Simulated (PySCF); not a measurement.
CH7FOSi2, SMILES [SiH2](F)[SiH2]CO.

Geometry: PBE0-D3(BJ)/def2-SVP. The structure was generated by enumeration, and PubChem lists no compound with its InChIKey, so it may never have been made. Other conformers were not sampled.

Level of theory: PBE/def2-TZVP in PySCF.

Gas-phase values at a fixed geometry.

Question: Estimate the frontier levels, gap, dipole moment and polarisability. (Estimate from the structure and the level; the computed values follow.)

Answer: 
```yaml
highest_occupied_level: -6.28 eV
lowest_empty_level: -1.43 eV
orbital_gap: 4.84 eV
dipole_moment: 2.43 D
quadrupole, principal values (traceless, Buckingham form, about the centre of nuclear charge): -7.68, 1.16, 6.53 D·Å
mean_static_polarisability: 74.1 bohr³ (10.98 Å³)
polarisability_principal_values: 66.3, 73.1, 82.8 bohr³
```
